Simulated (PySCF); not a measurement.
A side-by-side comparison of computed properties.

First species: C7H12F4.
Atom-mapped SMILES: `[CH3:1][C:2]([CH3:3])([CH2:4][F:5])[CH2:6][CH2:7][C:8]([F:9])([F:10])[F:11]` (hydrogens: H12, H13, H14 on C1; H15, H16, H17 on C3; H18, H19 on C4; H20, H21 on C6; H22, H23 on C7)

Second species: C₇H₄FNO.
SMILES: `FC1=C2ON=CC2=CC=C1`

Levels: PBE0/pcSseg-1 for dipole moment, HOMO energy, LUMO energy and HOMO–LUMO gap; GFN2-xTB for rotational constant A and rotational constant C. Geometries: GFN2-xTB. Each species is one conformer at its optimised geometry, gas phase, non-relativistic unless stated. Electronic properties by PySCF.

The conformers computed, where there is a choice (atom-mapped SMILES and torsion angles):
- `[CH3:1][C:2]([CH3:3])([CH2:4][F:5])[CH2:6][CH2:7][C:8]([F:9])([F:10])[F:11]`: C1–C2–C4–F5 -172°, C1–C2–C6–C7 180°, C2–C6–C7–C8 -177°, C6–C7–C8–F9 -179°

Question: Which of the two has the higher rotational constant A, and by how much?

Answer: The second: 2.234 GHz against 1.741 GHz, a difference of 0.493 GHz.

Question: Which of the two has the higher LUMO energy, and by how much?

Answer: The first: 1.07 eV against -1.51 eV, a difference of 2.58 eV.

Question: Which of the two has the higher rotational constant C, and by how much?

Answer: The second: 0.904 GHz against 0.519 GHz, a difference of 0.385 GHz.

Question: Which of the two has the higher dipole moment, and by how much?

Answer: The second: 3.97 D against 3.34 D, a difference of 0.63 D.

Question: Which has the higher HOMO energy?

Answer: The second: -7.37 eV against -9.12 eV, a difference of 1.75 eV.

Question: Which has the higher HOMO–LUMO gap?

Answer: The first: 10.19 eV against 5.86 eV, a difference of 4.33 eV.

On the first: In atomic units the dipole is 1.31 e·bohr (1 au = 2.5417 D). A dipole of 3.34 D is allowed in C1, and pure rotational transitions are dipole-allowed.

On the second: The dipole matches unit charges of opposite sign 0.83 Å apart (1 e·Å = 4.8032 D). A dipole of 3.97 D is allowed in Cs, and pure rotational transitions are dipole-allowed.
